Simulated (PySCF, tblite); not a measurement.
C₃H₉PSi₂.
Numbering: `[CH3:1][Si@H:2]([PH2:3])[C:4]#[C:5][SiH3:6]` (hydrogens: H7, H8, H9 on C1; H10 on Si2; H11, H12 on P3; H13, H14, H15 on Si6)

Computed geometry: GFN2-xTB, gas phase.

Task: What internal coordinates does the optimisation give?

Result: 
| bond | length (bohr) |
| --- | --- |
| C1–Si2 | 3.594 |
| Si2–P3 | 4.276 |
| Si2–C4 | 3.503 |
| C4≡C5 | 2.290 |
| C5–Si6 | 3.497 |
| C1–H7, C1–H8, C1–H9 | 2.053 |
| Si2–H10 | 2.786 |
| P3–H11, P3–H12 | 2.615 |
| Si6–H13, Si6–H14, Si6–H15 | 2.768 |

Bonds in one row agree within 0.02 bohr and their mean is given. A selection of angles:
| angle | degrees |
| --- | --- |
| Si2–C1–H7 | 111.2 |
| H7–C1–H8 | 108.1 |
| C1–Si2–P3 | 107.7 |
| C1–Si2–C4 | 109.5 |
| C1–Si2–H10 | 111.5 |
| P3–Si2–C4 | 108.6 |
| P3–Si2–H10 | 112.2 |
| C4–Si2–H10 | 107.3 |
| Si2–P3–H11 | 94.8 |
| H11–P3–H12 | 92.1 |
| Si2–C4–C5 | 177.4 |
| C4–C5–Si6 | 179.7 |
| C5–Si6–H13 | 108.1 |
| H13–Si6–H14 | 110.8 |

Si2 (SiH silicon) is tetrahedral (angles from 107.3° to 112.2°). The C–Si distances run from 1.850 Å (C5–Si6, drawn single) to 1.902 Å (C1–Si2, drawn single), a spread of 0.052 Å. P3 (three-coordinate phosphorus) is pyramidal (angles 95.1°, 94.8° and 92.1°, sum 282.1°, 0.84 Å off the plane of its three neighbours). Si6 (SiH3 silicon) is tetrahedral (angles from 107.9° to 110.9°).

Point group: C1 (no symmetry element, even within 0.4 Å). GFN2-xTB frequencies show an imaginary mode (67i cm⁻¹), so the point is no minimum at that level. Torsions: C1–Si2–P3–H -145° and 123°.
